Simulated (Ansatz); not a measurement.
```xyz
2

Si    0.0000    0.0000   -0.1027
H     0.0000    0.0000    1.4379
```

Basis set: 6-31G* (spherical functions). Frozen core: 5 orbitals. Charge 0, multiplicity 2.

Computed with Ansatz (development build ahead of 0.2.0); each method stands on the lowest determinant of its kind that the runs found.

Q: Give the atomization energy at this shape (free ground-state atoms in the same class of orbitals less the molecule, no zero-point energy) of doublet SiH by UHF-MP2, UHF.

A:

```csv
method,atomization energy
UHF-MP2,242.3 kJ/mol
UHF,209.0 kJ/mol
```
